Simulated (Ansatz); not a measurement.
Gas-phase electronic energies from Ansatz, PBE0-D4/def2-TZVP geometries. CCSD(T)/CBS is the MP2 limit (def2-TZVPP, def2-QZVPP) plus CCSD(T) − MP2 in def2-TZVPP, frozen cores. This one scheme is used for every species. DFT in def2-TZVPP. One conformer a species, not always the lowest.

`CCCCCCCCO` + H₂ → `CCCCCCCO` + CH₄  (hydrogenolysis of a C–C bond)

(1) Is it downhill or uphill in electronic energy at CCSD(T)/CBS, and by how much? (Estimate.)

(2) What do these levels give: LDA (SPW92), PBE-D4, ωB97X-V, r2SCANh, BHLYP, RPA@PBE/def2-TZVPP, CCSD(T)/def2-SVP, CCSD/def2-TZVPP, HF/def2-QZVPP, MP2/def2-QZVPP, SCS-MP2/def2-QZVPP, CCSD/CBS(def2)? (Best estimate.)

Largest T1 diagnostic among the species: 0.009.

Results:

(1) Computed: Downhill: ΔE = -67.3 kJ/mol.

(2) The calculation gave: LDA (SPW92) -62.4, PBE-D4 -66.7, ωB97X-V -68.6, r2SCANh -72.0, BHLYP -80.4, RPA@PBE/def2-TZVPP -65.9, CCSD(T)/def2-SVP -66.3, CCSD/def2-TZVPP -71.8, HF/def2-QZVPP -86.7, MP2/def2-QZVPP -64.9, SCS-MP2/def2-QZVPP -68.3, CCSD/CBS(def2) -70.9 kJ/mol.

In def2-TZVPP, CCSD(T) changes the Hartree–Fock value by +18.4 kJ/mol (the triples alone add +3.6 kJ/mol) and MP2 by +21.3 kJ/mol. Leaving LDA and LC-ωPBE aside and taking each functional with its dispersion term where it has one, the values, not all of them listed here, spread over 13.5 kJ/mol, from B97M-V to revPBE-D4. LDA lies +9.4 kJ/mol from PBE without D4. The D4 term adds +7.8 kJ/mol with B3LYP and +4.4 kJ/mol with PBE0; it sums over pairs of atoms, weighted by their polarisabilities, and B3LYP, whose exchange is more repulsive, gets the larger term.

B3LYP here is the variant with VWN-RPA as its local correlation; programs differ in this.
